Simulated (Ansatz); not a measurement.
Born–Oppenheimer molecular dynamics of a periodic cell of 17 atoms, H10CO6 (contents 4 H2O + 1 HCOOH, density as packed 1.34 g/cm³ with natural masses). It starts from a partly relaxed structure (largest force component 0.87 eV/Å).

These are results of DFT PBE-D3(BJ), scalar-relativistic, plane waves, PAW (Ansatz), not measurements. Settings: accuracy low, cutoff 420 eV, k mesh 1x1x1, fermi-dirac smearing 0.02 eV, no spin polarisation.

```yaml
ensemble: NVT, Langevin thermostat
time_step: 0.5 fs
steps_asked: 300
set_temperature: 700 K
friction: 0.02 /fs
seed: 255652
```

Frames 2.5 fs apart, positions in Å.

Velocities at 45.0 fs (Å/ps):

```
O -1.52 -3.25 3.67
H -35.34 -6.61 -1.42
H -41.12 -37.04 3.34
O 12.32 -1.83 0.49
H -17.98 -13.21 15.44
H 0.48 24.14 3.92
O -1.07 -7.47 4.17
H 2.61 50.17 11.75
H -2.72 -36.35 -7.42
O 2.68 -4.54 -8.52
H -20.67 -5.43 5.59
H -21.36 7.49 -5.94
O 0.87 -0.10 -0.70
C -3.97 -2.67 -4.58
O -4.43 -1.34 -5.09
H -4.79 -21.42 23.21
H 24.70 -4.27 -0.92
```

```xyz
17
Lattice="5.2704 0.0000 0.0000 0.0000 5.2704 0.0000 0.0000 0.0000 5.2704" Properties=species:S:1:pos:R:3 time_fs=45.0 energy_less_start_eV=1.400 T=461
O 3.385 0.570 0.271
H 2.832 -0.194 0.474
H 3.117 1.244 0.942
O 5.097 2.248 4.572
H 4.631 1.388 4.642
H 5.715 2.128 3.881
O 0.677 1.304 2.407
H 0.863 0.611 1.582
H -0.038 1.885 2.005
O 1.119 4.449 0.803
H 0.744 3.514 0.566
H 0.994 4.850 -0.130
O 2.317 3.347 3.562
C 3.126 3.732 2.632
O 3.601 3.109 1.687
H 2.104 2.394 3.402
H 3.332 4.788 2.490
17
Lattice="5.2704 0.0000 0.0000 0.0000 5.2704 0.0000 0.0000 0.0000 5.2704" Properties=species:S:1:pos:R:3 time_fs=47.5 energy_less_start_eV=1.259 T=550
O 3.381 0.562 0.281
H 2.734 -0.221 0.424
H 3.030 1.168 0.941
O 5.128 2.245 4.573
H 4.584 1.384 4.671
H 5.749 2.163 3.856
O 0.672 1.282 2.406
H 0.848 0.740 1.654
H -0.054 1.789 2.009
O 1.125 4.438 0.775
H 0.701 3.547 0.593
H 0.952 4.852 -0.102
O 2.318 3.349 3.562
C 3.120 3.730 2.621
O 3.599 3.099 1.680
H 2.094 2.348 3.448
H 3.392 4.806 2.521
17
Lattice="5.2704 0.0000 0.0000 0.0000 5.2704 0.0000 0.0000 0.0000 5.2704" Properties=species:S:1:pos:R:3 time_fs=50.0 energy_less_start_eV=1.309 T=567
O 3.373 0.551 0.286
H 2.718 -0.209 0.307
H 2.942 1.171 0.930
O 5.156 2.246 4.585
H 4.555 1.442 4.691
H 5.783 2.166 3.804
O 0.663 1.263 2.406
H 0.854 0.753 1.665
H -0.120 1.711 2.012
O 1.135 4.427 0.743
H 0.706 3.603 0.648
H 0.887 4.860 -0.043
O 2.307 3.350 3.564
C 3.115 3.735 2.608
O 3.606 3.086 1.677
H 2.130 2.366 3.482
H 3.430 4.847 2.614
17
Lattice="5.2704 0.0000 0.0000 0.0000 5.2704 0.0000 0.0000 0.0000 5.2704" Properties=species:S:1:pos:R:3 time_fs=52.5 energy_less_start_eV=1.103 T=672
O 3.358 0.542 0.282
H 2.767 -0.191 0.186
H 2.884 1.203 0.866
O 5.187 2.242 4.599
H 4.552 1.542 4.711
H 5.715 2.145 3.812
O 0.655 1.250 2.413
H 0.916 0.655 1.576
H -0.197 1.649 2.049
O 1.152 4.422 0.716
H 0.656 3.586 0.692
H 0.795 4.900 -0.081
O 2.293 3.354 3.567
C 3.121 3.742 2.587
O 3.610 3.075 1.681
H 2.187 2.398 3.484
H 3.421 4.866 2.740
17
Lattice="5.2704 0.0000 0.0000 0.0000 5.2704 0.0000 0.0000 0.0000 5.2704" Properties=species:S:1:pos:R:3 time_fs=55.0 energy_less_start_eV=1.132 T=611
O 3.342 0.539 0.274
H 2.799 -0.229 0.053
H 2.882 1.219 0.768
O 5.215 2.240 4.625
H 4.527 1.596 4.747
H 5.631 2.103 3.806
O 0.650 1.230 2.406
H 0.927 0.614 1.608
H -0.221 1.572 2.125
O 1.165 4.424 0.686
H 0.599 3.568 0.724
H 0.717 4.900 -0.085
O 2.281 3.361 3.568
C 3.135 3.747 2.564
O 3.606 3.062 1.691
H 2.239 2.375 3.465
H 3.373 4.844 2.846
17
Lattice="5.2704 0.0000 0.0000 0.0000 5.2704 0.0000 0.0000 0.0000 5.2704" Properties=species:S:1:pos:R:3 time_fs=57.5 energy_less_start_eV=1.369 T=479
O 3.340 0.545 0.268
H 2.813 -0.235 -0.052
H 2.873 1.269 0.689
O 5.240 2.248 4.653
H 4.470 1.590 4.811
H 5.583 2.038 3.708
O 0.647 1.210 2.389
H 0.892 0.615 1.717
H -0.223 1.527 2.162
O 1.174 4.421 0.659
H 0.615 3.620 0.717
H 0.645 4.862 -0.027
O 2.273 3.364 3.564
C 3.152 3.747 2.554
O 3.598 3.051 1.703
H 2.259 2.368 3.434
H 3.327 4.780 2.912
17
Lattice="5.2704 0.0000 0.0000 0.0000 5.2704 0.0000 0.0000 0.0000 5.2704" Properties=species:S:1:pos:R:3 time_fs=60.0 energy_less_start_eV=1.303 T=459
O 3.339 0.553 0.258
H 2.790 -0.183 -0.091
H 2.820 1.323 0.623
O 5.265 2.253 4.677
H 4.473 1.619 4.868
H 5.507 1.978 3.717
O 0.646 1.196 2.378
H 0.897 0.519 1.754
H -0.267 1.515 2.157
O 1.185 4.420 0.631
H 0.661 3.622 0.698
H 0.586 4.845 0.011
O 2.267 3.365 3.552
C 3.160 3.747 2.562
O 3.592 3.047 1.715
H 2.245 2.403 3.403
H 3.345 4.760 2.892
17
Lattice="5.2704 0.0000 0.0000 0.0000 5.2704 0.0000 0.0000 0.0000 5.2704" Properties=species:S:1:pos:R:3 time_fs=62.5 energy_less_start_eV=0.922 T=615
O 3.335 0.567 0.243
H 2.729 -0.087 -0.073
H 2.752 1.318 0.536
O 5.280 2.248 4.701
H 4.553 1.666 4.916
H 5.466 1.959 3.835
O 0.638 1.191 2.370
H 0.889 0.377 1.750
H -0.263 1.495 2.123
O 1.193 4.419 0.609
H 0.722 3.552 0.677
H 0.539 4.883 0.036
O 2.264 3.367 3.533
C 3.159 3.751 2.583
O 3.587 3.047 1.713
H 2.189 2.411 3.394
H 3.421 4.823 2.853
17
Lattice="5.2704 0.0000 0.0000 0.0000 5.2704 0.0000 0.0000 0.0000 5.2704" Properties=species:S:1:pos:R:3 time_fs=65.0 energy_less_start_eV=0.884 T=565
O 3.334 0.583 0.223
H 2.618 -0.049 -0.093
H 2.713 1.307 0.413
O 5.290 2.246 4.729
H 4.572 1.679 4.996
H 5.491 1.920 3.858
O 0.629 1.187 2.359
H 0.836 0.312 1.799
H -0.248 1.472 2.058
O 1.194 4.420 0.584
H 0.803 3.475 0.654
H 0.514 4.911 0.061
O 2.268 3.370 3.515
C 3.150 3.757 2.608
O 3.591 3.047 1.709
H 2.090 2.381 3.384
H 3.523 4.871 2.783
17
Lattice="5.2704 0.0000 0.0000 0.0000 5.2704 0.0000 0.0000 0.0000 5.2704" Properties=species:S:1:pos:R:3 time_fs=67.5 energy_less_start_eV=1.070 T=488
O 3.338 0.592 0.196
H 2.579 -0.045 -0.101
H 2.705 1.362 0.313
O 5.303 2.252 4.755
H 4.535 1.639 5.053
H 5.534 1.884 3.831
O 0.627 1.178 2.342
H 0.765 0.325 1.911
H -0.248 1.481 1.965
O 1.193 4.418 0.564
H 0.912 3.472 0.609
H 0.476 4.902 0.119
O 2.270 3.371 3.501
C 3.143 3.764 2.631
O 3.601 3.046 1.702
H 2.005 2.396 3.374
H 3.601 4.879 2.705
17
Lattice="5.2704 0.0000 0.0000 0.0000 5.2704 0.0000 0.0000 0.0000 5.2704" Properties=species:S:1:pos:R:3 time_fs=70.0 energy_less_start_eV=0.951 T=637
O 3.337 0.602 0.162
H 2.644 -0.052 -0.066
H 2.769 1.415 0.238
O 5.320 2.257 4.782
H 4.564 1.641 5.044
H 5.570 1.850 3.897
O 0.623 1.176 2.326
H 0.709 0.282 2.006
H -0.203 1.480 1.903
O 1.192 4.415 0.546
H 1.002 3.480 0.512
H 0.454 4.849 0.147
O 2.272 3.369 3.492
C 3.148 3.767 2.642
O 3.605 3.051 1.696
H 1.935 2.453 3.338
H 3.611 4.817 2.662
17
Lattice="5.2704 0.0000 0.0000 0.0000 5.2704 0.0000 0.0000 0.0000 5.2704" Properties=species:S:1:pos:R:3 time_fs=72.5 energy_less_start_eV=0.986 T=663
O 3.330 0.618 0.129
H 2.723 -0.110 -0.031
H 2.891 1.445 0.162
O 5.339 2.261 4.806
H 4.625 1.664 5.026
H 5.571 1.830 3.989
O 0.621 1.180 2.310
H 0.704 0.183 2.070
H -0.146 1.495 1.830
O 1.198 4.415 0.535
H 1.044 3.448 0.373
H 0.381 4.784 0.120
O 2.269 3.370 3.490
C 3.168 3.763 2.636
O 3.606 3.061 1.695
H 1.905 2.493 3.260
H 3.563 4.737 2.674
```

Of the whole run (150 fs, mean temperature of the second half 638 K): A run of 0.15 ps of so small a system gives no equilibrium averages. Limits of this set-up: coarse k mesh, low accuracy level.

Time of the run: 3.5 min on 1 thread of Arm Neoverse V1, with other jobs on the host, peak memory 0.3 GiB.
